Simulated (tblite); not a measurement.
A structure optimised at GFN2-xTB (Å):
```
atom  x, y, z in Å
C1     2.5905   -0.0701   -0.0736
C2     1.2752   -0.0563   -0.1021
C3     0.2694    0.4322   -1.1101
C4    -0.8656   -0.0962   -0.1859
C5    -1.8476    0.9159    0.2356
N6    -2.2519    1.1577    1.3771
C7    -1.5863   -1.2078   -0.7482
N8    -2.1383   -2.1045   -1.1942
C9     0.2202   -0.5450    0.8502
H10    3.1304   -0.4840    0.7610
H11    3.1786    0.3302   -0.8818
H12    0.2475    1.5138   -1.2439
H13    0.3196   -0.0453   -2.0886
H14   -2.9371    1.8824    1.5475
H15    0.1539    0.0008    1.7900
H16    0.2340   -1.6149    1.0557
```

Doublet state.

Q: Which heavy atoms are bonded, and with what formal order?

A: C1–C2 1.32 Å (double); C2–C3 1.51 Å (single); C3–C4 1.56 Å (single); C4–C5 1.47 Å (single); C5–N6 1.23 Å (double); C4–C7 1.44 Å (single); C7–N8 1.14 Å (triple); C4–C9 1.57 Å (single); C2–C9 1.50 Å (single). Bonds to hydrogen (Å): C1–H10 1.08; C1–H11 1.08; C3–H12 1.09; C3–H13 1.09; N6–H14 1.01; C9–H15 1.09; C9–H16 1.09. The orders are those of one drawing; other resonance forms can be drawn.

Q: Which species is it?

A: `[H]/N=[C]/C1(C#N)CC(=C)C1`, C7H7N2.

Q: Name the point group.

A: C1 (no symmetry element, even within 0.4 Å).

Q: Which rings does it hold?

A: C2–C3–C4–C9 (4 members, 0.01 Å rms from planarity).

Q: Describe the place of each heavy atom.

A: C1: carbon bonded to C and 2 H; C2: carbon bonded to 3 C; C3: carbon bonded to 2 C and 2 H; C4: carbon bonded to 4 C; C5: carbon bonded to C and N; N6: nitrogen bonded to C and H; C7: carbon bonded to C and N; N8: nitrogen bonded to C; C9: carbon bonded to 2 C and 2 H.

Q: What is the arrangement about C3?

A: It has 4 neighbours (C2, C4, H12, H13) and has angles from 88.8° to 115.4°.

Q: What is the arrangement about C5?

A: It has 2 neighbours (C4, N6) and is bent (angle 128.2°).

These are computed values.
